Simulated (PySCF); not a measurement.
**Working out the excitation energy of Ge⁺**

Ge⁺ [Ar] 3d10 4s2 4p1 (2P) → Ge⁺ [Ar] 3d10 4s1 4p2 (4P). All numbers are calculated (PySCF 2.14, scalar relativity by spin-free X2C-1e, in aug-cc-pVTZ-DK (7s6p4d2f, 59 functions)). Frozen: [Ar] 3d10. Energies in hartree (1 hartree = 27.21139 eV):

| part | Ge⁺ (lower) | Ge⁺ (upper) |
| --- | --- | --- |
| UHF | -2096.779630 | -2096.600701 |
| CCSD correlation | -0.050838 | -0.012245 |
| (T) | -0.000781 | -0.000071 |

Question: What does Hartree-Fock give?

Answer: (-2096.600701) − (-2096.779630) = 0.178929 hartree = 4.869 eV.

Question: What do CCSD and CCSD(T) give?

Answer: The CCSD correlation energies differ by 0.038593 hartree = 1.050 eV and the triples by 0.000710 hartree = 0.019 eV, so CCSD gives 5.919 eV and CCSD(T) 5.938 eV.

Measured between the centres of the two terms (NIST): 6.389 eV, so CCSD(T) (valence) is off by -0.451 eV.

What remains against the reference includes basis incompleteness, the frozen core and higher excitations.
